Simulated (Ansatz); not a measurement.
## Nudged elastic band run: CH3BFO

The input (input.yaml):

```yaml
crystal:
  periodic: [false, false, false]
  atoms:
    - { symbol: C, position_ang: [-0.13436, 0.675294, -0.114602] }
    - { symbol: B, position_ang: [0.186951, -0.84087, 0.133524] }
    - { symbol: O, position_ang: [0.718297, -1.259145, 1.303887] }
    - { symbol: F, position_ang: [-0.042676, -1.769818, -0.77383] }
    - { symbol: H, position_ang: [0.123613, 1.312973, 0.730254] }
    - { symbol: H, position_ang: [0.40949, 1.023145, -0.99643] }
    - { symbol: H, position_ang: [-1.200015, 0.79042, -0.328405] }
magnetization:
  spin_polarized: true
  initial_magnetization: 1
basis:
  gaussian: { orbitals: def2-SVP }
hamiltonian:
  xc: hf
neb:
  order_check: false
  images: 5
  f_tol: 0.03
  max_iterations: 60
  final_atoms:
    - { symbol: C, position_ang: [-0.15853936, 0.66904336, -0.11924485] }
    - { symbol: B, position_ang: [0.20686796, -0.83549152, 0.13822323] }
    - { symbol: O, position_ang: [-0.49465607, -1.58273568, 1.01953398] }
    - { symbol: F, position_ang: [1.20077168, -1.43876722, -0.48424645] }
    - { symbol: H, position_ang: [0.71395259, 1.29608957, 0.08046189] }
    - { symbol: H, position_ang: [-0.41759774, 0.80441673, -1.17250747] }
    - { symbol: H, position_ang: [-0.98949906, 1.01944376, 0.49217766] }
  initial_path:
    images:
      - { positions_ang: [[-0.13436, 0.675294, -0.114602], [0.186951, -0.84087, 0.133524], [0.718297, -1.259145, 1.303887], [-0.042676, -1.769818, -0.77383], [0.123613, 1.312973, 0.730254], [0.40949, 1.023145, -0.99643], [-1.200015, 0.79042, -0.328405]] }
      - { positions_ang: [[-0.1265013, 0.66606175, -0.12027697], [0.18195825, -0.83987122, 0.13070701], [0.50234231, -1.29125125, 1.35612841], [0.17761379, -1.74472699, -0.8227174], [0.25973648, 1.31714945, 0.63481449], [0.25734653, 0.99646534, -1.06655143], [-1.19119607, 0.82817192, -0.15770611]] }
      - { positions_ang: [[-0.11864259, 0.65682949, -0.12595194], [0.17696551, -0.83887243, 0.12789003], [0.28638761, -1.3233575, 1.40836983], [0.39790359, -1.71963597, -0.87160481], [0.39585995, 1.3213259, 0.53937498], [0.10520306, 0.96978567, -1.13667286], [-1.18237713, 0.86592384, 0.01299277]] }
      - { positions_ang: [[-0.11078389, 0.64759724, -0.13162691], [0.17197276, -0.83787365, 0.12507304], [0.07043292, -1.35546375, 1.46061124], [0.61819338, -1.69454496, -0.92049221], [0.53198343, 1.32550235, 0.44393547], [-0.04694041, 0.94310601, -1.2067943], [-1.1735582, 0.90367576, 0.18369166]] }
      - { positions_ang: [[-0.12670238, 0.65474594, -0.12749956], [0.18360449, -0.83707961, 0.12945644], [-0.11793008, -1.43122106, 1.31358549], [0.81238615, -1.60928571, -0.77507696], [0.59263982, 1.31569809, 0.32277761], [-0.17049285, 0.89687625, -1.19536535], [-1.11220515, 0.9422651, 0.28652033]] }
      - { positions_ang: [[-0.14262087, 0.66189465, -0.1233722], [0.19523623, -0.83628556, 0.13383984], [-0.30629307, -1.50697837, 1.16655973], [1.00657892, -1.52402646, -0.6296617], [0.6532962, 1.30589383, 0.20161975], [-0.2940453, 0.85064649, -1.18393641], [-1.0508521, 0.98085443, 0.389349]] }
      - { positions_ang: [[-0.15853936, 0.66904336, -0.11924485], [0.20686796, -0.83549152, 0.13822323], [-0.49465607, -1.58273568, 1.01953398], [1.20077168, -1.43876722, -0.48424645], [0.71395259, 1.29608957, 0.08046189], [-0.41759774, 0.80441673, -1.17250747], [-0.98949906, 1.01944376, 0.49217766]] }
```

Run as:

```bash
$ ansatz run input.yaml --threads 1 --pin off --max-ram 2048MiB --backend cpu --events-out ev --progress --plain --runs-dir out
```

Output, in part (warnings, iteration lines, the closing report on the highest movable image, with atoms numbered from 0):

```
NEB end point (image 0): max|allowed force component| = 4.258e-3 eV/Å (the criterion of neb.relax_end_points is 1.000e-2)
NEB end point (image 6): max|allowed force component| = 3.698e-3 eV/Å (the criterion of neb.relax_end_points is 1.000e-2)
NEB iter   1: max|band force component| = 3.402e0 eV/Å  barrier→ = 0.4979 eV  barrier← = 0.4979 eV  Δτ_max = 0.1504 Å  (991 SCF iters)
NEB iter   2: max|band force component| = 2.373e0 eV/Å  barrier→ = 0.2708 eV  barrier← = 0.2708 eV  Δτ_max = 0.1715 Å  (326 SCF iters)
NEB iter   3: max|band force component| = 2.087e0 eV/Å  barrier→ = 0.1750 eV  barrier← = 0.1749 eV  Δτ_max = 0.0666 Å  (335 SCF iters)
NEB iter   4: max|band force component| = 8.481e-1 eV/Å  barrier→ = 0.0366 eV  barrier← = 0.0366 eV  Δτ_max = 0.0068 Å  (338 SCF iters)
NEB iter   5: max|band force component| = 5.073e-1 eV/Å  barrier→ = 0.0295 eV  barrier← = 0.0295 eV  Δτ_max = 0.0151 Å  (341 SCF iters)
NEB iter   6: max|band force component| = 6.004e-2 eV/Å  barrier→ = 0.0248 eV  barrier← = 0.0248 eV  CI = image 3  Δτ_max = 0.0036 Å  (349 SCF iters)
NEB iter   7: max|band force component| = 1.071e-2 eV/Å  barrier→ = 0.0246 eV  barrier← = 0.0246 eV  CI = image 3  Δτ_max = 0.0000 Å  (1198 SCF iters)
Total energy: -6489.78909490 eV, -238.4953503005 hartree
Atom 0 at    -0.139365     0.672251    -0.135746 Å, force    -0.009943     0.005362    -0.001248 eV/Å
Atom 1 at     0.193909    -0.842911     0.120792 Å, force    -0.002036     0.000639     0.001207 eV/Å
Atom 2 at     0.099823    -1.363100     1.366572 Å, force    -0.003074     0.003581     0.006737 eV/Å
Atom 3 at     0.574541    -1.674432    -0.828150 Å, force     0.004676    -0.007715    -0.010420 eV/Å
Atom 4 at     0.522713     1.314766     0.449251 Å, force     0.001827     0.001771    -0.000801 eV/Å
Atom 5 at    -0.027847     0.924752    -1.190303 Å, force     0.001574     0.000950     0.003317 eV/Å
Atom 6 at    -1.162473     0.900673     0.171982 Å, force     0.006975    -0.004587     0.001208 eV/Å
Dipole moment:    -0.075592     0.346045    -0.060665 e Å
```

The forces met the threshold. A vibrational analysis at the climbing image gives one clearly imaginary mode, 103i cm⁻¹: a first-order saddle point.

Final band (atoms are numbered from 1 in the order of the input):

```tsv
image	path coordinate (Å)	energy (eV)	dihedral H5–C1–B2–O3 (°)
0	0.00	0.000	1
1	0.42	0.006	20
2	0.83	0.019	40
3	1.25	0.025	60
4	1.67	0.017	81
5	2.09	0.005	102
6	2.51	0.000	123
```

Time of the run: 47 s on 1 thread of Arm Neoverse V2, on a shared host, peak memory 0.25 GiB.
